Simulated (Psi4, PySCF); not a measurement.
The Psi4 input:
```
memory 2 GB

molecule mol {
0 3
B    -0.788053    0.152930   -0.225108
N     0.621707   -0.040988    0.055055
H    -1.388550   -0.893044   -0.304140
H    -1.375597    0.656645    0.703314
H     1.374430    0.320289   -0.510347
H     0.978033   -0.561622    0.851326
}

set {
  basis 6-31g*
  reference uks
  scf_type pk
  puream true
  d_convergence 1e-8
  dft_radial_points 99
  dft_spherical_points 590
}

energy('wb97x')
print_variables()
```

### Question
Give the equivalent PySCF input.

### Answer
Several could match; the one computed here: 
```python
from pyscf import gto, scf, dft

mol = gto.Mole()
mol.atom = '''
    B    -0.788053    0.152930   -0.225108
    N     0.621707   -0.040988    0.055055
    H    -1.388550   -0.893044   -0.304140
    H    -1.375597    0.656645    0.703314
    H     1.374430    0.320289   -0.510347
    H     0.978033   -0.561622    0.851326
'''
mol.basis = '6-31g*'
mol.charge = 0
mol.spin = 2
mol.verbose = 3
mol.build()

mf = dft.UKS(mol)
mf.xc = 'wb97x'
mf.grids.atom_grid = (99, 590)
mf.grids.prune = None
mf.kernel()
```

Both were run: Psi4 gave -81.840608 Eh and PySCF -81.840610 Eh, 0.002 mEh apart.
